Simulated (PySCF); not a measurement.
# Orbital energies and ionisation energy

Species: (H2In-mu-F)2.
Z-matrix (Å and degrees, PBE0-D3(BJ)/def2-SVP geometry), rows numbered from 1:
```
In
H   1  1.7085
H   1  1.7086  2  141.40
F   1  2.1458  2  104.96  3  -140.94
In  4  2.1440  1  104.18  2  -103.16
H   5  1.7089  4  105.30  1  -101.10
H   5  1.7086  4  105.00  1   103.30
F   5  2.1448  4   75.84  1     0.72
```

Level: PBE0/def2-SVPD (PySCF). Frontier orbitals with their largest atomic shares (Löwdin; up to four atoms above 4 %):

```json
{"orbital": "HOMO−3", "ε (eV)": "-10.57", "main atoms": "In1 21 %, In5 20 %, F8 12 %, F4 12 %"}
{"orbital": "HOMO−2", "ε (eV)": "-9.81", "main atoms": "In5 18 %, In1 18 %, F8 16 %, F4 16 %"}
{"orbital": "HOMO−1", "ε (eV)": "-8.76", "main atoms": "In1 21 %, In5 20 %, H2 15 %, H3 15 %"}
{"orbital": "HOMO", "ε (eV)": "-8.55", "main atoms": "?"}
{"orbital": "LUMO", "ε (eV)": "-1.08", "main atoms": "In1 34 %, In5 33 %, F4 6 %, F8 6 %"}
{"orbital": "LUMO+1", "ε (eV)": "-0.37", "main atoms": "In1 23 %, In5 23 %, H3 10 %, H2 10 %"}
{"orbital": "LUMO+2", "ε (eV)": "-0.21", "main atoms": "In5 34 %, In1 33 %, F4 7 %, F8 7 %"}
```

What vertical ionisation energy does ΔSCF give, and how far is −ε(HOMO) from it?

ΔSCF: 10.37 eV (1001 kJ/mol; threshold wavelength 120 nm); ⟨S²⟩ of the doublet left behind is 0.764, against 0.75 for a pure doublet. −ε(HOMO) is 8.55 eV, 1.82 eV below it. In exact Kohn–Sham theory the two would be equal; PBE0 (global hybrid, 25 % exact exchange) falls short of its own ΔSCF value by 18 %.

On which atoms does the HOMO lie?

In5 (indium bonded to 2 F and 2 H) 18 %, In1 (indium bonded to 2 F and 2 H) 16 %, H6 (hydrogen on indium) 14 %, H7 (hydrogen on indium) 14 %, so no atom holds as much as 40 %. The HOMO−1 lies 0.21 eV lower.

What total energies stand behind the ΔSCF value?

E(N) = -582.08771 Eh and E(N − 1) = -581.70652 Eh at the same geometry, 0.38119 Eh apart.

How many of the 10 lowest singlet excitations (vertical TDDFT, same level) lie below the ionisation energy?

All 10; they run from 6.28 to 7.96 eV.

With α = 70.8 au, estimate the like-pair dispersion coefficient by London's formula C6 = (3/4)α²I.

I = 0.3812 Eh, so C6 ≈ 1430 au, a rough estimate.

The structure is a single PBE0-D3(BJ)/def2-SVP conformer in the gas phase; no vibrational or solvent corrections. Atoms past krypton carry effective core potentials; spin–orbit coupling is left out.

These values come from a run that also computed excited states and ΔSCF ions. The run took 85 s (grids of density and orbitals included) on one thread, AMD EPYC (x86_64) (shared host), and the process peaked at 0.63 GiB of memory.
